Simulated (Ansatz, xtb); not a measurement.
**BFH7NSi2: which of two structures lies lower**

Structure I: `BN([SiH3])[SiH2]F`, a singlet. Structure II: a singlet given by its coordinates. Both are isolated molecules in the gas phase, relaxed with PBE-D3(BJ)/def2-SVP; the shapes shown needn't be the lowest conformers.

I (Å):

```xyz
12

B    -0.4115   -1.5164   -2.1092
F     1.5407   -2.8735    1.1047
N     0.2575   -1.5083   -0.8599
Si    0.5423   -0.0363    0.1173
Si    0.7952   -3.1145   -0.3400
H    -0.5468   -2.5906   -2.6847
H    -0.8444   -0.4933   -2.6061
H    -0.0503    1.1149   -0.6372
H    -0.1168   -0.1782    1.4587
H     2.0163    0.1695    0.3146
H     1.7967   -3.6844   -1.2939
H    -0.3675   -4.0294   -0.1180
```

II (Å):

```xyz
12

B    -1.0111    0.3754   -1.7842
F    -0.3219    2.6441    0.3250
N     1.2756    0.3902   -0.0414
Si    0.3186    1.6175   -0.7868
Si    0.2301   -0.8736   -0.6965
H    -0.7511    0.4318   -2.9718
H    -1.4868    1.4714   -1.4002
H     0.9483    2.4895   -1.8198
H     2.0587    0.3975    0.6146
H     0.8825   -1.8305   -1.6566
H    -1.9815   -0.3038   -1.4686
H    -0.4825   -1.6650    0.3664
```

Close contacts (Å): B1–Si4 2.08, B1–Si5 2.07, F2–Si4 1.64, N3–Si4 1.73, N3–Si5 1.77, Si4–Si5 2.49, B1–H6 1.22, B1–H7 1.25, B1–H11 1.23, N3–H9 1.02, Si4–H7 1.91, Si4–H8 1.49, Si5–H10 1.50, Si5–H12 1.50.

Question: Estimate which is lower in electronic energy at CCSD(T)/def2-SVP + ΔMP2/def2-TZVPP, and by roughly how much.

Answer: The CCSD(T)/def2-SVP + ΔMP2/def2-TZVPP calculation puts structure I lower, by 30.2 kcal/mol.

How the difference moves with the method:

| level | geometry | E(II) − E(I) (kcal/mol) | departure from the last row (kcal/mol) | job, with rough time for the two |
| --- | --- | --- | --- | --- |
| PBE-D3(BJ)/def2-SVP | PBE-D3(BJ)/def2-SVP | +19.2 | −11.1 | optimisation, 5.6 min |
| HF/def2-SVP | PBE-D3(BJ)/def2-SVP | +55.8 | +25.5 | part of the CCSD(T) run |
| MP2/def2-SVP | PBE-D3(BJ)/def2-SVP | +34.9 | +4.7 | part of the CCSD(T) run |
| CCSD(T)/def2-SVP | PBE-D3(BJ)/def2-SVP | +36.8 | +6.6 | single point |
| CCSD(T)/def2-SVP + ΔMP2/def2-TZVPP | PBE-D3(BJ)/def2-SVP | +30.2 |  | single point, 83 s |

None of the levels shown reverses the order. The largest departure from CCSD(T)/def2-SVP + ΔMP2/def2-TZVPP is that of HF/def2-SVP, 25.5 kcal/mol. Levels run at GFN2-xTB geometries aren't shown. The last row adds to CCSD(T) the change of the MP2 difference between the two basis sets, here −6.6 kcal/mol, a large step that makes the value less sure.

With thermal terms from frequencies at re-optimised GFN2-xTB minima (ideal gas, soft modes damped towards free rotors, one conformer each, 298.15 K, 1 atm): the zero-point term adds +1.3 kcal/mol; ΔH is +31.3 and ΔG +31.9 kcal/mol.

The correlated steps freeze 13 core orbitals. Programs: Ansatz 0.2.0, xtb 6.7.1; the last row on 2 threads of Intel(R) Xeon(R) Processor @ 2.50GHz (Skylake/Cascade Lake) on a shared host.
